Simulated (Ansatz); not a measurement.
Reactions of H6O2Si3, SMILES `[SiH3]O[Si]O[SiH3]`.

Program: Ansatz. Geometries: PBE0-D4/def2-TZVP. ΔE: electronic, gas phase. CCSD(T)/CBS is the MP2 limit (def2-TZVPP, def2-QZVPP) plus CCSD(T) − MP2 in def2-TZVPP, frozen cores. This one scheme is used for every species, atoms too. Functionals use def2-TZVPP. Open shells (•) are unrestricted, without spin–orbit coupling. Spin–orbit coupling would lower the free atoms: a little for O, Si. For Ga, Ge outer-core shells are correlated without core-valence functions, so the limit isn't a true one: a few kJ/mol of doubt a bond, and 10 to 20 or more in all where bonds break to atoms. Scalar relativity is left out up to krypton. Each species was taken in one conformer, which may not be the lowest.

```json
{"reaction": "`[SiH3]O[Si]O[SiH3]` + `[BH2][GaH2]` → `[SiH3][BH][GaH2]` + `O[Si]O[SiH3]`", "CCSD(T)/CBS(def2) (kcal/mol)": "23.7"}
{"reaction": "`[SiH3]O[Si]O[SiH3]` → 6 H• + 2 O• + 3 Si•", "CCSD(T)/CBS(def2) (kcal/mol)": "932.0"}
{"reaction": "`[SiH3]O[Si]O[SiH3]` + `S[CH2][GeH3]` → `[SiH3]S[CH2][GeH3]` + `O[Si]O[SiH3]`", "CCSD(T)/CBS(def2) (kcal/mol)": "9.2"}
{"reaction": "`[SiH3]O[Si]O[SiH3]` + `CC[SiH2]O` → `CC[SiH2]O[SiH3]` + `O[Si]O[SiH3]`", "CCSD(T)/CBS(def2) (kcal/mol)": "?"}
```

**Question.** Fill in the missing values. (An estimate is asked.)

**Answer.** Computed: `[SiH3]O[Si]O[SiH3]` + `CC[SiH2]O` → `CC[SiH2]O[SiH3]` + `O[Si]O[SiH3]`: -2.8 kcal/mol.

Largest T1 diagnostic: 0.015, for `[SiH3][BH][GaH2]`.
